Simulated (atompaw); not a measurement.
# How hard is this Se PAW (atompaw) potential?

atompaw 4.2.0.5 input, output lines left out:

```
Se 34
LDA-PW scalarrelativistic loggrid 1500 logderivrange -6 5 276
4 4 3 0 0 0
4 1 4
0 0 0
c
c
c
v
c
c
v
v
2
2.05 1.80 1.85 1.15
y
0.85
n
y
0.95
n
y
-1.7
n
bloechl besselshape
3 0.5 troulliermartins
```

The pseudo-atom Hamiltonian at the reference potential is diagonalised in spherical Bessel functions j_l(qr) that vanish at 20 bohr, with q² up to the cutoff. All-electron valence levels (Ry): 4s -1.2850, 4p -0.4892, 3d -3.9239.

**Question.** How do the lowest levels (Ry) of each channel move with the cutoff, and are there ghosts?

**Answer.**

```json
{"cutoff (Ry)": "8", "s #1": "-1.2766", "p #1": "-0.4731", "d #1": "-2.4975", "f #1": "0.1162", "Σ f·Δε (mRy)": "14345.3"}
{"cutoff (Ry)": "12", "s #1": "-1.2807", "p #1": "-0.4838", "d #1": "-3.2814", "f #1": "0.1162", "Σ f·Δε (mRy)": "6454.5"}
{"cutoff (Ry)": "15", "s #1": "-1.2813", "p #1": "-0.4862", "d #1": "-3.4866", "f #1": "0.1162", "Σ f·Δε (mRy)": "4392.5"}
{"cutoff (Ry)": "21", "s #1": "-1.2816", "p #1": "-0.4878", "d #1": "-3.7469", "f #1": "0.1162", "Σ f·Δε (mRy)": "1782.4"}
{"cutoff (Ry)": "25", "s #1": "-1.2818", "p #1": "-0.4885", "d #1": "-3.8001", "f #1": "0.1162", "Σ f·Δε (mRy)": "1246.8"}
{"cutoff (Ry)": "35", "s #1": "-1.2837", "p #1": "-0.4890", "d #1": "-3.8880", "f #1": "0.1162", "Σ f·Δε (mRy)": "361.7"}
{"cutoff (Ry)": "45", "s #1": "-1.2848", "p #1": "-0.4891", "d #1": "-3.9154", "f #1": "0.1162", "Σ f·Δε (mRy)": "85.8"}
{"cutoff (Ry)": "50", "s #1": "-1.2850", "p #1": "-0.4891", "d #1": "-3.9211", "f #1": "0.1162", "Σ f·Δε (mRy)": "28.5"}
{"cutoff (Ry)": "60", "s #1": "-1.2850", "p #1": "-0.4891", "d #1": "-3.9234", "f #1": "0.1162", "Σ f·Δε (mRy)": "4.7"}
{"cutoff (Ry)": "70", "s #1": "-1.2850", "p #1": "-0.4892", "d #1": "-3.9239", "f #1": "0.1162", "Σ f·Δε (mRy)": "0.4"}
{"cutoff (Ry)": "90", "s #1": "-1.2850", "p #1": "-0.4892", "d #1": "-3.9239", "f #1": "0.1162", "Σ f·Δε (mRy)": "0.0"}
{"cutoff (Ry)": "400", "s #1": "-1.2850", "p #1": "-0.4892", "d #1": "-3.9239", "f #1": "0.1162", "Σ f·Δε (mRy)": "0.0"}
```

Result: no extra level below or beside the all-electron valence levels (s, p, d, f tested); 10 mRy is reached at 60 Ry and 1 mRy at 70 Ry.
